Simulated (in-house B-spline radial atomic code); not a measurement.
Binding energies in the calcium ion Ca⁷⁺

NIST's tabulated ground configuration is [Ne] 3s2 3p1; each binding energy is the energy of the ion with one electron taken from that subshell, relaxed, less that of the parent. Level of theory: Dirac-Hartree-Fock, average of configuration, Fermi nucleus of rms radius 3.4776 fm; calculated with a radial B-spline atomic code at the basis-set limit. Energies include first-order Breit, QED and recoil terms.

```json
{"subshell": "1s", "X-ray name": "K", "binding energy (eV)": "4198.5", "-ε (eV)": "4227.3", "relaxation (eV)": "24.0"}
{"subshell": "2s", "X-ray name": "L1", "binding energy (eV)": "590.1", "-ε (eV)": "594.8", "relaxation (eV)": "4.3"}
{"subshell": "3s", "X-ray name": "M1", "binding energy (eV)": "165.5", "-ε (eV)": "165.8", "relaxation (eV)": "0.3"}
{"subshell": "3p", "X-ray name": "M2,3", "binding energy (eV)": "146.4", "-ε (eV)": "146.7", "relaxation (eV)": "0.3"}
```

Relaxation = -ε minus the binding energy without Breit, QED and recoil terms.

Q: What does it cost to remove two 3s electrons?

A: 354.64 eV, which is 23.7 eV more than the two single binding energies together.

Q: What does it cost to remove both a 3s and a 3p electron?

A: 332.6 eV, which is 20.75 eV more than the two single binding energies together.
